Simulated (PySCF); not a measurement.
System: C$_{2}$H$_{5}$Br$_{2}$Si, net charge 0, doublet state. It need not be the lowest isomer of its formula. 
Structure (B3LYP-D3(BJ)/def2-TZVP (Ansatz) minimum search):
```
Si
C 1 1.8237
H 2 1.0830 1 122.12
H 2 1.0842 3 115.74 1 -180.00
C 1 1.8549 2 113.87 3 -180.00
H 5 1.0898 1 110.58 2 -180.00
H 5 1.0916 6 108.60 1 -120.81
H 5 1.0916 6 108.60 7 -118.38
Br 1 2.2430 2 108.49 3 58.25
Br 1 2.2430 2 108.49 3 -58.25
```
Charge 0, spin multiplicity 2.

Dispersion corrections to the total energy (kcal/mol) from the dftd3 and dftd4 libraries through PySCF: D3(BJ) without and D4 with the three-body term, each with the damping fitted for the functional named.

```tsv
functional	D3(BJ)	D4
B2PLYP	-6.89	___
B3LYP	___	-11.83
revPBE	-16.64	-18.43
BHLYP	-11.42	-10.19
PBE0	-6.65	-6.24
r2SCAN	-2.10	-1.71
TPSS	___	-9.75
```

**Question.** Complete the blanks.

**Answer.** 
- B2PLYP, D4: -5.09
- B3LYP, D3(BJ): -13.46
- TPSS, D3(BJ): -9.47
